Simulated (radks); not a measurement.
K X, configuration [Ne].

All-electron calculation, scalar-relativistic Kohn-Sham, LDA (Slater exchange, VWN5 correlation), spin-polarised, spherical densities, finite nucleus; Fermi nuclear charge, rms radius 3.4349 fm. Program: a radial shooting solver on a logarithmic mesh with Libxc functionals.

Energy parts (hartree):
part                       energy
total                  -572.11729
kinetic                 575.55167
electron-nucleus      -1283.94547
Hartree                 162.96776
exchange-correlation    -26.69125

Orbitals (lengths in bohr, moments of r in powers of bohr; <r^-3> diverges for s and p1/2; r(max) is where P^2 peaks):
| orbital | occ. | eigenvalue (hartree) | <r^-3> | <r^2> | r(max) | <r> |
|---|---|---|---|---|---|---|
| 1s | 2 | -136.6351 | - | 0.008865 | 0.05313 | 0.08119 |
| 2s | 2 | -20.01073 | - | 0.1736 | 0.3168 | 0.3833 |
| 2p | 6 | -17.41930 | 160.1 | 0.1457 | 0.2597 | 0.3438 |

The highest occupied level is 2p at -474.00 eV. The electron density at the nucleus is 5142 e/bohr^3 (large components only). For comparison, the ionisation energy in NIST's Atomic Spectra Database is 503.7 eV (semi-empirical). In exact Kohn-Sham theory the highest level is minus the ionisation energy, but local and semilocal functionals leave it too shallow, through self-interaction and a potential that decays too fast; potentials with the right tail come closer. The density falls to 0.001 e/bohr^3 at r = 1.24 bohr. Summed over all electrons, <r^2> = 1.239 bohr^2, which gives a Langevin (diamagnetic) susceptibility term of -0.982 x 10^-6 cm^3/mol.
